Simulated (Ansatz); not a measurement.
CH7BSi, SMILES `BC[SiH3]` (charge 0, multiplicity 1).

Z-matrix (Å, degrees):
```
C
H 1 1.0942
H 1 1.0942 2 110.54
B 1 1.5322 2 114.97 3 -132.13
H 4 1.1981 1 120.62 2 -26.98
H 4 1.1981 5 118.69 1 176.01
Si 1 1.8958 2 104.29 3 111.51
H 7 1.4856 1 110.91 2 61.21
H 7 1.4857 8 108.75 1 -122.22
H 7 1.4860 8 108.79 9 -118.33
```
Charge 0, multiplicity 1.

Frozen-core energies in 6-31g from Ansatz (a program for electronic structure) at a geometry from PBE0-D3(BJ)/def2-TZVP; the HF reference has <S^2> = 0.00 and the T1 diagnostic is 0.010.

```json
[
 {"level": "HF", "energy (Ha)": "-355.44840"},
 {"level": "MP2", "energy (Ha)": "-355.64702"},
 {"level": "CCSD", "energy (Ha)": "-355.68959"}
]
```

Q: Estimate the energies of CCSD(T), CCSDT, CCSDT(Q) and CCSDTQ, and give each level's difference from CCSDTQ.

A: 
```csv
level,energy (Ha),difference from CCSDTQ (mHa)
MP2,-355.64702,48.69
CCSD,-355.68959,6.12
CCSD(T),-355.69471,1.00
CCSDT,-355.69550,0.21
CCSDT(Q),-355.69571,0.00
CCSDTQ,-355.69571,0.00
```
